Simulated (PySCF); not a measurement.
2-ethylidene-1,3-dioxole (C5H6O2), SMILES CC=C1OC=CO1.

Geometry optimised at B3LYP-D3(BJ)/def2-SVP.

Computed with PBE/def2-TZVP run with PySCF.

Symmetry labels are those of the subgroup Cs that the program uses (full group Cs).

Computed valence orbital energies around the gap with their symmetry:
```json
[
 {"orbital": "HOMO−7", "symmetry": "A'", "energy (eV)": "-9.93"},
 {"orbital": "HOMO−6", "symmetry": "A\"", "energy (eV)": "-9.64"},
 {"orbital": "HOMO−5", "symmetry": "A'", "energy (eV)": "-9.43"},
 {"orbital": "HOMO−4", "symmetry": "A'", "energy (eV)": "-9.25"},
 {"orbital": "HOMO−3", "symmetry": "A\"", "energy (eV)": "-9.05"},
 {"orbital": "HOMO−2", "symmetry": "A'", "energy (eV)": "-8.54"},
 {"orbital": "HOMO−1", "symmetry": "A\"", "energy (eV)": "-6.96"},
 {"orbital": "HOMO", "symmetry": "A\"", "energy (eV)": "-4.35"},
 {"orbital": "LUMO", "symmetry": "A\"", "energy (eV)": "-0.64"},
 {"orbital": "LUMO+1", "symmetry": "A\"", "energy (eV)": "0.44"},
 {"orbital": "LUMO+2", "symmetry": "A'", "energy (eV)": "0.78"},
 {"orbital": "LUMO+3", "symmetry": "A'", "energy (eV)": "1.27"}
]
```
